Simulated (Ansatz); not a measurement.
A nudged elastic band was laid between two geometries of ClF₄H₂OTa (9 atoms, charge 0, multiplicity 1).

These are results of RKS PBE0/def2-SVP in Ansatz 0.2.0, not measurements.

```
movable images  : 5
climbing image  : yes
spring          : 5.0 eV/Å²
optimiser       : quadratic models (default)
start path      : through a guess of the saddle point
force threshold : 0.05 eV/Å
iteration limit : 60
end points      : relaxed
```

Initial state:

```xyz
9
Properties=species:S:1:pos:R:3
Ta 0.136 0.054 0.202
O 1.842 0.781 0.480
H 2.759 0.877 0.741
F -0.196 0.096 2.052
F 0.800 -0.919 -1.287
F -0.699 1.552 -0.496
F -1.350 -1.108 0.089
Cl 1.356 -2.438 1.184
H 1.486 -2.801 -0.051
```

Final state:

```xyz
9
Properties=species:S:1:pos:R:3
Ta -0.107 -0.537 0.297
O 2.081 0.023 0.227
H 2.537 0.261 1.045
F 0.198 0.411 1.896
F 0.503 -1.232 -1.342
F -0.404 1.108 -0.564
F -1.910 -0.954 0.339
Cl 0.551 -2.527 1.368
H 2.685 -0.460 -0.352
```

Q: What changes between the two ends?

A: Bonds broken: Cl8–H9. Bonds formed: O2–H9.

Q: What energy profile does the band end with?

A: It converged. The highest image is number 3 of 0 to 6, 0.227 eV above the first end and 1.019 eV above the last; the last end lies 0.792 eV below the first. A vibrational analysis at the climbing image gives one clearly imaginary mode, 403i cm⁻¹: a first-order saddle point. The orbitals stay closed-shell, which can raise the energy where a bond breaks towards radicals; this wasn't checked here.

```tsv
image	path coordinate (Å)	energy (eV)	Cl8–H9 (Å)	O2–H9 (Å)
0	0.00	0.000	1.29	3.64
1	0.89	0.060	1.29	3.16
2	1.77	0.096	1.29	2.47
3	2.66	0.227	1.41	1.44
4	3.39	-0.574	2.11	0.99
5	4.13	-0.763	2.84	0.97
6	4.87	-0.792	3.43	0.97
```

Q: What is the geometry of the highest image?

A: 
```xyz
9
Properties=species:S:1:pos:R:3
Ta 0.040 -0.194 0.082
O 2.026 0.021 0.340
H 2.349 0.503 1.115
F -0.033 0.240 1.919
F 0.471 -0.740 -1.658
F -0.596 1.460 -0.444
F -1.483 -1.256 0.201
Cl 1.274 -2.542 0.763
H 2.086 -1.397 0.595
```

Q: What are the harmonic wavenumbers there?

A: 403i, 80, 103, 132, 170, 197, 201, 230, 242, 275, 461, 532, 659, 665, 701, 711, 729, 761, 977, 1692, 3858 cm⁻¹.

The band took 18 iterations and about 16 core-minutes.

Run time: 4.3 min on 4 threads of Arm Neoverse V2 (shared host), peak memory 0.35 GiB.
